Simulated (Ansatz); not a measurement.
Al7As7, 14 atoms. Hardware: 2 threads of AMD EPYC 7R13 on a shared host and a share (18 GiB) of an NVIDIA H100 80GB HBM3.

Correlated methods freeze 98 core orbitals; core or outer-core shells of As are correlated, in sets that lack core-valence functions. Single mean-field runs in def2-TZVP are fitted with def2-universal-jkfit.

How many basis functions does each of these Ansatz runs have, and roughly what does it cost? PBE-D4/def2-SVP, charge 0 singlet, relaxation, 19 steps; RPA@PBE/def2-SVP, charge 0 singlet, energy, from earlier orbitals; PBE0-D4/def2-TZVP, charge 1 doublet at the geometry of the charge 0 singlet, energy; PBE-D4/def2-SVP, charge -1 doublet, relaxation, 4 steps; LC-ωPBE/def2-TZVP, charge 1 doublet at the geometry of the charge 0 singlet, energy, from earlier orbitals; r2SCAN-D4/def2-TZVP, charge 0 singlet, energy and forces, from earlier orbitals; PBE-D4/def2-TZVP, charge -1 doublet at the geometry of the charge 0 singlet, energy, from earlier orbitals; PBE-D4/def2-TZVP, charge -1 doublet, energy, from earlier orbitals; PBE-D4/def2-TZVP, charge 0 triplet at the geometry of the charge 0 singlet, energy, from earlier orbitals; PBE-D4/def2-TZVP, charge 0 singlet, energy, from earlier orbitals; PBE0-D4/def2-TZVP, charge 0 singlet, energy and forces, from earlier orbitals; MP2/def2-SVP, charge 0 singlet, energy, from earlier orbitals.

Other jobs shared the machine, so times can vary by a factor of up to 3. A dash marks memory too small to be measured apart from the calling script's.

```
                                                                                                       run  functions  fitting or Cholesky vectors  wall time  peak host memory (GiB)
                                             MP2/def2-SVP, charge 0 singlet, energy, from earlier orbitals        350                         3318       18 s                       –
                                        PBE-D4/def2-TZVP, charge -1 doublet, energy, from earlier orbitals        595                         2758       19 s                     1.1
PBE-D4/def2-TZVP, charge -1 doublet at the geometry of the charge 0 singlet, energy, from earlier orbitals        595                         2758       20 s                     1.1
                             PBE0-D4/def2-TZVP, charge 0 singlet, energy and forces, from earlier orbitals        595                         2758       23 s                     1.9
                                         PBE-D4/def2-TZVP, charge 0 singlet, energy, from earlier orbitals        595                         2758       26 s                       –
                           r2SCAN-D4/def2-TZVP, charge 0 singlet, energy and forces, from earlier orbitals        595                         2758       26 s                     1.1
                                         RPA@PBE/def2-SVP, charge 0 singlet, energy, from earlier orbitals        350                         3318       28 s                     1.8
                       PBE0-D4/def2-TZVP, charge 1 doublet at the geometry of the charge 0 singlet, energy        595                         2758       30 s                     1.2
LC-ωPBE/def2-TZVP, charge 1 doublet at the geometry of the charge 0 singlet, energy, from earlier orbitals        595                         2758       31 s                     1.1
 PBE-D4/def2-TZVP, charge 0 triplet at the geometry of the charge 0 singlet, energy, from earlier orbitals        595                         2758       31 s                     1.2
                                                   PBE-D4/def2-SVP, charge -1 doublet, relaxation, 4 steps        350                         3892       34 s                       –
                                                   PBE-D4/def2-SVP, charge 0 singlet, relaxation, 19 steps        350                         3892      2 min                       –
```
